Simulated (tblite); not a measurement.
C6H7N2 (doublet state).
Numbering: `[CH3:1][c:2]1[n:3][c:4][cH:5][n:6][c:7]1[CH3:8]` (hydrogens: H9, H10, H11 on C1; H12 on C5; H13, H14, H15 on C8)

Method: GFN2-xTB as coded in tblite; computed harmonic values from a numerical Hessian at the method's own geometry, unscaled. The method is semi-empirical: single wavenumbers can be off by several per cent or more. Open shells enter through the occupations alone, without spin polarisation, and single modes of such species can be off by tens of per cent.

Harmonic wavenumbers (cm⁻¹): 108.8, 121.3, 147.1, 249.0, 264.3, 383.4, 388.1, 481.5, 521.6, 568.6, 686.2, 764.2, 817.1, 835.9, 973.4, 990.1, 1010.4, 1026.4, 1131.1, 1172.0, 1230.6, 1257.9, 1381.9, 1387.8, 1399.7, 1413.1, 1449.6, 1459.8, 1470.3, 1471.4, 1477.8, 1596.9, 3002.3, 3008.3, 3013.7, 3020.4, 3058.9, 3063.3, 3091.8.

A = 3329, B = 2431, C = 1430 MHz; mass 107.061 u (most abundant isotopes); point group Cs, symmetry number 1; spin multiplicity 2.

Question: Zero-point energy?

Answer: Half the sum of the wavenumbers: 25448 cm⁻¹ = 72.76 kcal/mol.

Question: Entropy at 298.15 K, 1 bar (ideal gas, RRHO, classical rotation)?

Answer: Translation 39.95, rotation 27.72, vibration 17.93, spin (R ln 2) 1.38: S = 87.0 cal/(mol K).

Question: And Cp and H(298.15 K) − H(0)?

Answer: Cp = 29.86 cal/(mol K), of which vibrations give 21.91 (their classical limit is 39 R = 77.5); H(298.15 K) − H(0) = 5.45 kcal/mol without the zero-point energy, 3.08 from vibrations.

Question: How do the functions run with temperature in this model?

Answer: 
```csv
T (K),S (cal/(mol K)),Cp (cal/(mol K)),H − H(0) (kcal/mol),G − H(0) (kcal/mol),ln q(vib)
50,55.7,10.3,0.43,-2.35,0.09
100,64.2,14.6,1.06,-5.36,0.62
373.15,94.3,35.7,7.92,-27.28,5.14
500,106.0,44.6,13.03,-39.99,7.44
750,126.7,57.0,25.85,-69.15,11.96
1000,144.2,64.9,41.16,-103.07,16.28
```

q(vib) and H(0) count from the zero-point level.

Question: Blend soft modes into free rotors: weight 1/[1 + (100 cm⁻¹/ν̃)⁴] for the oscillator and the rest for a rotor with moment μB/(μ + B), μ = h/(8π²ν), B = 10⁻⁴⁴ kg m². What vibrational entropy results?

Answer: 17.56 cal/(mol K) in place of 17.93, which changes −T·S at 298.15 K by +0.11 kcal/mol.

Hindered rotation and anharmonicity are outside this model.

The run took 0.36 s on one thread of an Arm Neoverse V2, no GPU (shared host). The figure is for the frequency step alone.
